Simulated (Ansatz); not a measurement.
Isolated molecules relaxed with PBE0-D4/def2-TZVP in Ansatz; ΔE leaves out vibrations. CCSD(T)/CBS is the MP2 limit (def2-TZVPP, def2-QZVPP) plus CCSD(T) − MP2 in def2-TZVPP, frozen cores. This one scheme is used for every species. Functionals use def2-TZVPP. One conformer a species, not always the lowest.

Consider the formal exchange of groups at a B–O bond: `COB([SiH3])Cl` + `N=CO` → `[SiH3]BCl` + `COC(=N)O`.

Is it downhill or uphill in electronic energy at CCSD(T)/CBS, and by how much? (Estimate.)

The calculation gave: Uphill: ΔE = +167.2 kJ/mol.

What do these levels give: PBE-D4, r2SCAN-D4, B2PLYP, PBE0, SCS-MP2/def2-TZVPP, CCSD(T)/def2-TZVPP? (Estimate.)

Ansatz gave: PBE-D4 162.2, r2SCAN-D4 160.0, B2PLYP 166.7, PBE0 157.4, SCS-MP2/def2-TZVPP 166.3, CCSD(T)/def2-TZVPP 164.0 kJ/mol.

Largest T1 diagnostic among the species: 0.014.

In def2-TZVPP, CCSD(T) changes the Hartree–Fock value by +10.9 kJ/mol (the triples alone add +1.4 kJ/mol) and MP2 by +15.0 kJ/mol. From PBE to PBE0 (25 % exact exchange), in def2-TZVPP and without D4, ΔE moves by −3.6 kJ/mol.
